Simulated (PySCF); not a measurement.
Al(GeH3)(Me)2 (C₂H₉AlGe), SMILES [GeH3][Al]([CH3])[CH3].

Geometry optimised at B3LYP-D3(BJ)/def2-SVP.

All values below come from IEF-PCM-M06-2X/def2-SVP in PySCF.

The values are the electrostatic part of the solvation free energy, E(continuum) − E(gas) at the gas-phase geometry, in a cavity of scaled van der Waals radii (PySCF's table); cavitation and dispersion terms are not included. A continuum can't describe solvent molecules that bind to the metal. In vacuum the orbital gap is 7.35 eV. The dipole moment in vacuum is 1.69 D.

Computed values in water (ε = 78.36), ethanol (ε = 24.85), benzene (ε = 2.27):
| solvent | ε | ΔG(elec) (kcal/mol) | dipole (D) | gap (eV) |
|---|---|---|---|---|
| water | 78.36 | -3.5 | 2.25 | 7.69 |
| ethanol | 24.85 | -3.3 | 2.23 | 7.68 |
| benzene | 2.27 | -1.4 | 1.93 | 7.49 |
